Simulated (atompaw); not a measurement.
**Which change was made? (I, PAW (atompaw))**

| Property | Result |
| --- | --- |
| Element | iodine (I) |
| Generator | atompaw 4.2.0.5 |
| Type | PAW |
| Functional | LDA (PW92) |
| Relativity | scalar-relativistic |
| Frozen core | [Kr] 4d10 |
| Valence charge | 7 |
| Reference configuration | 5s2 5p5 |
| Partial waves | 5s (bound): rc 1.45 bohr; 5s channel at 0.35 Ry: rc 1.50 bohr; 5p (bound): rc 1.50 bohr; 5p channel at 0.05 Ry: rc 1.50 bohr; 5d channel at 0.45 Ry: rc 1.40 bohr; 5d channel at 1.8 Ry: rc 1.40 bohr |
| Local potential | vpsmatchnc scheme with l = 3 at 1 Ry, radius 1.30 bohr |
| Core correction | smooth core density matched at 1.05 bohr |
| Augmentation charge | sinc compensation charge, radius 1.30 bohr; PAW radius 1.50 bohr; waves and projectors: custom polynom2 7 10 vanderbiltortho |

Cutoffs, loose and tight: the cutoffs (Ry, on a coarse ladder) from which the occupation-weighted sum of valence levels, in a spherical-Bessel basis at the reference potential, stays within 10 and 1 mRy of its value at 400 Ry. They see the waves, projectors and local potential, not the compensation charge or the core.

The base gives: outcome: generated; cutoff, loose: 25 Ry; cutoff, tight: 140 Ry; bound ghosts: s, p, d.

(1) After one change the result is: outcome: generated; cutoff, loose: 40 Ry; cutoff, tight: 260 Ry; bound ghosts: s, p, d. Which change was it?
A. all radii scaled by about 0.77 (s 1.12, p 1.16, d 1.08 bohr); local potential vpsmatchnc scheme with l = 3 at 1 Ry, radius 1.00 bohr; augmentation sinc compensation charge, radius 1.00 bohr; PAW radius 1.16 bohr; waves and projectors: custom polynom2 7 10 vanderbiltortho; core correction smooth core density matched at 0.80 bohr
B. all radii scaled by about 1.21 (s 1.76, p 1.82, d 1.70 bohr); local potential vpsmatchnc scheme with l = 3 at 1 Ry, radius 1.58 bohr; augmentation sinc compensation charge, radius 1.58 bohr; PAW radius 1.82 bohr; waves and projectors: custom polynom2 7 10 vanderbiltortho; core correction smooth core density matched at 1.26 bohr
C. all radii scaled by about 0.91 (s 1.32, p 1.36, d 1.26 bohr); local potential vpsmatchnc scheme with l = 3 at 1 Ry, radius 1.18 bohr; augmentation sinc compensation charge, radius 1.18 bohr; PAW radius 1.36 bohr; waves and projectors: custom polynom2 7 10 vanderbiltortho; core correction smooth core density matched at 0.94 bohr

Results:

(1) C. The others give: all radii scaled by about 0.77 (s 1.12, p 1.16, d 1.08 bohr); local potential vpsmatchnc scheme with l = 3 at 1 Ry, radius 1.00 bohr; augmentation sinc compensation charge, radius 1.00 bohr; PAW radius 1.16 bohr; waves and projectors: custom polynom2 7 10 vanderbiltortho; core correction smooth core density matched at 0.80 bohr → outcome: generated; cutoff, loose: 230 Ry; cutoff, tight: over 300 Ry; bound ghosts: s, p, d | all radii scaled by about 1.21 (s 1.76, p 1.82, d 1.70 bohr); local potential vpsmatchnc scheme with l = 3 at 1 Ry, radius 1.58 bohr; augmentation sinc compensation charge, radius 1.58 bohr; PAW radius 1.82 bohr; waves and projectors: custom polynom2 7 10 vanderbiltortho; core correction smooth core density matched at 1.26 bohr → outcome: generated; cutoff, loose: 21 Ry; cutoff, tight: 25 Ry; bound ghosts: s, p, d.
